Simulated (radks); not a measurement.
Values are calculated unless marked as measured or tabulated.
Task: All-electron atom: Er in [Xe] 4f12 6s2 (the NIST ground configuration). Level of theory: Dirac Kohn-Sham, PBE, spin-unpolarised, spherical densities, point nucleus; open shells fill j = l - 1/2 first (a radial shooting solver on a logarithmic mesh with Libxc functionals). Some entries of the table are withheld. Estimate them.

orbital,occ.,eigenvalue (hartree),<1/r> (bohr^-1)
1s1/2,2,-2106.059,77.59
2s1/2,2,-353.5963,18.66
2p1/2,2,-336.7598,(1)
2p3/2,4,-303.0629,(2)
3s1/2,2,-79.22005,6.828
3p1/2,2,(3),6.742
3p3/2,4,(4),6.110
3d3/2,4,-52.15420,5.995
3d5/2,6,-50.60762,5.841
4s1/2,2,-15.62418,2.855
4p1/2,2,(5),2.746
4p3/2,4,(6),2.527
4d3/2,4,(7),2.305
4d5/2,6,(8),2.251
5s1/2,2,-1.90169,1.064
5p1/2,2,-1.10915,0.9297
5p3/2,4,-0.91284,0.8509
6s1/2,2,-0.14086,0.3121
4f5/2,6,(9),1.658
4f7/2,6,(10),1.626

Result: 
(1) 2p1/2 <1/r> (bohr^-1): 18.63
(2) 2p3/2 <1/r> (bohr^-1): 16.15
(3) 3p1/2 eigenvalue (hartree): -71.83962
(4) 3p3/2 eigenvalue (hartree): -64.76215
(5) 4p1/2 eigenvalue (hartree): -12.67587
(6) 4p3/2 eigenvalue (hartree): -11.08371
(7) 4d3/2 eigenvalue (hartree): -6.23549
(8) 4d5/2 eigenvalue (hartree): -5.94623
(9) 4f5/2 eigenvalue (hartree): -0.13531
(10) 4f7/2 eigenvalue (hartree): -0.09560
